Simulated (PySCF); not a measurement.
InCl2, SMILES [Cl][In+][Cl], charge +1. Atoms are numbered in the order given.

```xyz
3

In     0.0000     0.0000     0.0000
Cl     0.0000     0.0000    -2.2243
Cl     0.0000     0.0000     2.2243
```
Charge +1, spin multiplicity 1.

Geometry: B3LYP-D3(BJ)/def2-TZVP. The multiplicity is an assumed one; other spin states were not compared. The isomer is the one that the SMILES or the coordinates give; other isomers of the formula were not compared. The def2 effective core potentials stand for the cores of In; spin–orbit coupling is left out.

The numbers are results of PySCF 2.14.0 with B3LYP-D3(BJ)/def2-TZVP, not measurements.

Frequencies are harmonic and unscaled.

Modes within 1.5 cm⁻¹ of each other (mostly degenerate sets) share a row, with their intensities summed.

Computed normal modes with their intensities:
```tsv
mode	ν (cm⁻¹)	IR (km/mol)	Raman (Å⁴/amu)	depolarisation	moving atoms (share of kinetic energy)
1–2	89	11.9	0.0	–	Cl 62 %, In 38 %
3	368	0.0	39.8	0.24	Cl 100 %
4	484	37.5	0.0	–	Cl 62 %, In 38 %
```
